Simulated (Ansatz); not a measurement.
```yaml
crystal:
  periodic: [false, false, false]
  atoms:
    - {symbol: Ge, position_ang: [0.156578, 0.529347, -0.760181]}
    - {symbol: Cl, position_ang: [-1.654582, -0.575627, -0.161140]}
    - {symbol: Cl, position_ang: [1.498004, 0.046280, 0.921331]}
basis:
  gaussian: {orbitals: cc-pVDZ}
total_charge: -1
magnetization: {spin_polarized: false, initial_magnetization: 1}
hamiltonian: {xc: {name: B3LYP5}}
accuracy: high
scf: {omitted_lower_state_checks: [starts]}
output: {forces: true}
```

```sh
$ ansatz run in.yaml --threads 4 --pin off --events-out ev --progress --plain --max-ram 3916MiB
```

Output, abridged:

```
Functional definition: B3LYP5
1327 factors; integrals over basis functions are off by at most 4.4e-9 eV
mean field evaluation 1: about -81560.7035 eV, gradient 1.1e1 eV
mean field evaluation 2: about -81560.7476 eV, gradient 1.1e1 eV
mean field evaluation 4: about -81561.1787 eV, gradient 9.7e-1 eV
mean field evaluation 8: about -81561.1822 eV, gradient 3.9e-3 eV
mean field evaluation 16: about -81561.1822 eV, gradient 1.2e-6 eV
mean field -81561.18218034 eV, -2997.3181609727 hartree, gradient 7.7e-8 eV, S^2 0.750000; 0 other end points of the search recorded, 0 dependent functions left out
reference -81561.18221142 eV, -2997.3181621149 hartree; 34, 33 occupied and 29, 30 virtual orbitals, 1327 factors
Total energy: -81561.18221142 eV, -2997.3181621149 hartree
Atom 0 at     0.156578     0.529347    -0.760181 Å, force     0.439110     1.483473    -2.130181 eV/Å
Atom 1 at    -1.654582    -0.575627    -0.161140 Å, force    -1.660837    -1.026134     0.570338 eV/Å
Atom 2 at     1.498004     0.046280     0.921331 Å, force     1.221727    -0.457339     1.559843 eV/Å
Dipole moment:     0.026158     0.088533    -0.127160 e Å
Checks for a lower state left out: starts
```

It took 3.3 s on 4 threads of Arm Neoverse V2 on a shared host.

The highest occupied level of an anion often lies above zero with these methods, and sets without diffuse functions describe the outer electron poorly.

With spin_polarized false and unpaired electrons the run is restricted open-shell.

The dipole of an ion depends on the origin.
